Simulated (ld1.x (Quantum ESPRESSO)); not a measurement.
## Ge (Z = 32), ultrasoft: configuration errors across variants

```
Element                 : Ge (Z = 32)
Generator               : ld1.x (Quantum ESPRESSO) 7.5
Type                    : ultrasoft
Functional              : LDA (PZ)
Relativity              : scalar-relativistic
Frozen core             : [Ar]
Valence charge          : 14
Reference configuration : 3d10 4s2 4p0 (charge +2)
Partial waves           : 4s (bound): rcut 1.60, rcutus 1.70 bohr; 4s channel at -1.2 Ry: rcut 1.60, rcutus 1.70 bohr; 4p (bound, empty): rcut 2.20, rcutus 2.40 bohr; 4p channel at 1.95 Ry: rcut 2.20, rcutus 2.40 bohr; 3d (bound): rcut 0.95, rcutus 1.25 bohr; 3d channel at -0.55 Ry: rcut 0.95, rcutus 1.25 bohr
Local potential         : all-electron potential smoothed inside 2.25 bohr (lloc = -2)
Core correction         : Bessel-smoothed model core inside 0.90 bohr
Augmentation charge     : PSQ, radius 0.70 bohr
```

All-electron excitation energies from the reference (eV): (1) 3d10 4s2 4p2 -23.352; (2) 3d10 4s2 4p1 -15.716; (3) 3d10 4s1 4p0 35.218.

The overlap operator is not positive definite (basis up to 400 Ry) in “all radii but the core radius scaled by about 1.21 (s 2.06, p 2.92, d 1.52 bohr, rcut 1.94/2.68/1.16); local potential all-electron potential smoothed inside 2.74 bohr (lloc = -2); augmentation PSQ, radius 0.86 bohr”. Such files are unfit for use, however small their errors in these radial tests.

2 further variants failed, have other tests or too few solved ones, and are left out.

A true bound ghost makes a file unfit for plane-wave use even where its test errors are small: the radial tests pick states by their node count and pass the ghost by.

Errors AE − PS in meV (a dash: test not solved or not reliable):

| change | (1) | (2) | (3) | bound ghosts |
| --- | --- | --- | --- | --- |
| base | +5.6 | +2.6 | -15 | none |
| wave 3d channel at -0.55 Ry: rcut 0.95, rcutus 1.25 bohr becomes 3d channel at -3.32 Ry: rcut 0.95, rcutus 1.25 bohr | +1.3 | +0.8 | -7.4 | none |
| local potential all-electron potential smoothed inside 0.84 bohr (lloc = -2) | +4.6 | +2.4 | -12 | s |
| core correction Bessel-smoothed model core inside 1.44 bohr | +5.7 | +2.6 | -13 | none |
| waves 4p (bound): rcut 2.20, rcutus 2.36 bohr; 4p channel at 1.95 Ry: rcut 2.20, rcutus 2.36 bohr | +4.9 | +2.4 | -15 | none |
| waves 3d (bound): rcut 0.72, rcutus 0.76 bohr; 3d channel at -0.55 Ry: rcut 0.72, rcutus 0.76 bohr | +2.2 | +1.2 | -8.7 | none |
| all radii but the core radius scaled by about 1.21 (s 2.06, p 2.92, d 1.52 bohr, rcut 1.94/2.68/1.16); local potential all-electron potential smoothed inside 2.74 bohr (lloc = -2); augmentation PSQ, radius 0.86 bohr | – | – | – | not determined (overlap not positive) |
| type TM; waves now 4p (bound): rc 2.40 bohr; 3d (bound): rc 1.25 bohr; 4s (bound): rc 1.70 bohr; local potential the s channel | -1.4 | -0.3 | -9.4 | none |
| augmentation built from norm-conserving waves at rcut, not smoothed further | -119 | -24 | -15 | not determined |

Give the same row for: local potential all-electron potential smoothed inside 2.15 bohr (lloc = -1).

+5.5, +2.6, -13; bound ghosts: none.
